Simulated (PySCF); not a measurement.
## Calculated properties of `CC#CC(=O)/C=C/[SiH](C)C`

Compound: C8H12OSi.
Numbering: `[CH3:1][C:2]#[C:3][C:4](=[O:5])/[CH:6]=[CH:7]/[SiH:8]([CH3:9])[CH3:10]` (hydrogens: H11, H12, H13 on C1; H14 on C6; H15 on C7; H16 on Si8; H17, H18, H19 on C9; H20, H21, H22 on C10)

Some functional groups and rings: ketone, alkyne, C=C double bond, Si–H bond and C–Si bond.

From GFN2-xTB geometry:

```yaml
Point_group_of_the_GFN2-xTB_geometry: Cs
Rotational_constants_A_B_C_of_the_GFN2-xTB_geometry: 2.525, 0.364, 0.354 GHz
```

PBE0/pcSseg-1 ground state and GIAO shieldings, non-relativistic (PySCF):

```yaml
Dipole_moment: 3.10 D
HOMO_energy: -7.54 eV
LUMO_energy: -2.19 eV
HOMO–LUMO_gap: 5.35 eV
Lowest_Hirshfeld_atomic_charge: -0.23 e on O5
Highest_Hirshfeld_atomic_charge: +0.39 e on Si8
13C_chemical_shifts_computed_TMS_as_zero_by_class: 177.0 (C4), 155.3 (C7), 150.3 (C6), 98.5 (C2), 89.3 (C3), 5.3 (C1), -2.5 (C9/C10) ppm
1H_chemical_shifts_computed_TMS_as_zero_by_class: 7.77 (H15), 6.93 (H14), 4.60 (H16), 2.22 (H11/H12/H13), 0.22 (H17/H18/H19/H20/H21/H22) ppm
Isotropic_shieldings_of_nuclei_other_than_C_and_H_by_class: -302 (O5), 368 (Si8) ppm
Mayer_bond_orders_between_heavy_atoms: C1–C2 1.24, C2–C3 2.31, C3–C4 1.00, C4–O5 1.95, C4–C6 0.99, C6–C7 1.87, C7–Si8 0.86, Si8–C9 0.97, Si8–C10 0.97
```

Monoisotopic mass from the formula: 152.0657 u.

The dipole matches unit charges of opposite sign 0.65 Å apart (1 e·Å = 4.8032 D). A dipole of 3.10 D is allowed in Cs, and pure rotational transitions are dipole-allowed. The rotational constants make it an asymmetric top with κ = (2B − A − C)/(A − C) = -0.99, nearer the prolate limit (−1). With B = h/(8π²I), that is 505.379 GHz u Å² over I, the principal moments of inertia are 200.2, 1389.3 and 1425.7 u Å² (most abundant isotopes); the inertial defect Ic − Ia − Ib is -163.8 u Å² (zero for a rigid planar frame, negative otherwise).

Geometry: GFN2-xTB, one conformer, isolated molecule. GFN2-xTB frequencies show an imaginary mode (36i cm⁻¹), so this geometry is no minimum at that level.

For the NMR shielding job (PBE0/pcSseg-1), on one thread, Intel Xeon at 2.50 GHz (x86_64), shared host with 64 logical CPUs at a one-minute load of 63, this took 2.3 min and 1.1 GiB of memory at its peak.

Conformer computed: `[CH3:1][C:2]#[C:3][C:4](=[O:5])/[CH:6]=[CH:7]/[SiH:8]([CH3:9])[CH3:10]`: C3–C4–C6–C7 180°, C6–C7–Si8–C9 121°.
